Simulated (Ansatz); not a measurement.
The pair A = N2 (SMILES N#N) (first 2 atoms), B = C2H6 (SMILES CC); geometry from B3LYP-D3(BJ)/def2-TZVP.
(charge 0, multiplicity 1):
```xyz
10

N     -0.477    -0.126    -0.248
N      0.607    -0.233    -0.308
C     -0.672     0.427     3.449
C      0.640    -0.336     3.289
H     -1.165     0.579     2.487
H     -0.507     1.410     3.894
H     -1.369    -0.114     4.093
H      0.476    -1.319     2.843
H      1.129    -0.490     4.253
H      1.339     0.203     2.648
```

Frozen-core correlation. MP2 and its Hartree–Fock in aug-cc-pVTZ are density fitted.

Codes used: Ansatz (Gaussian basis) for Hartree–Fock, density functionals and correlated methods. 

The counterpoise-corrected interaction energy is E(AB) − E(A in the pair's basis) − E(B in the pair's basis). Total energies (hartree):

```tsv
level	AB	A in the pair's basis	B in the pair's basis
HF/aug-cc-pVDZ	-188.1979042	-108.9616004	-79.2373433
MP2/aug-cc-pVDZ	-188.8293261	-109.2772879	-79.5510818
HF/aug-cc-pVTZ	-188.2451723	-108.9859800	-79.2602424
MP2/aug-cc-pVTZ	-189.0003652	-109.3638904	-79.6353240
CCSD(T)/aug-cc-pVDZ	-188.8919152	-109.2936444	-79.5974772
```

Work out the counterpoise-corrected interaction energy at the basis-set limit: extrapolate the MP2 correlation part as X⁻³, take Hartree–Fock from the larger set, and add the CCSD(T) − MP2 difference of aug-cc-pVDZ.


1. Differences (1 hartree = 627.509 kcal/mol): HF/aug-cc-pVDZ 0.652; MP2/aug-cc-pVDZ -0.600; HF/aug-cc-pVTZ 0.659; MP2/aug-cc-pVTZ -0.722; CCSD(T)/aug-cc-pVDZ -0.498.
2. Correlation parts, MP2 less HF: -1.252 in aug-cc-pVDZ (X = 2), -1.381 in aug-cc-pVTZ (X = 3).
3. Limit (3³·(-1.381) − 2³·(-1.252))/(3³ − 2³) = -1.435; with HF/aug-cc-pVTZ it gives -0.776.
4. CCSD(T) less MP2 in aug-cc-pVDZ: 0.102.
Result: -0.67 kcal/mol, against -0.60 at MP2/aug-cc-pVDZ. It is an estimate of this method's limit, not of the exact value.

Ansatz is a quantum-chemistry and plane-wave program.
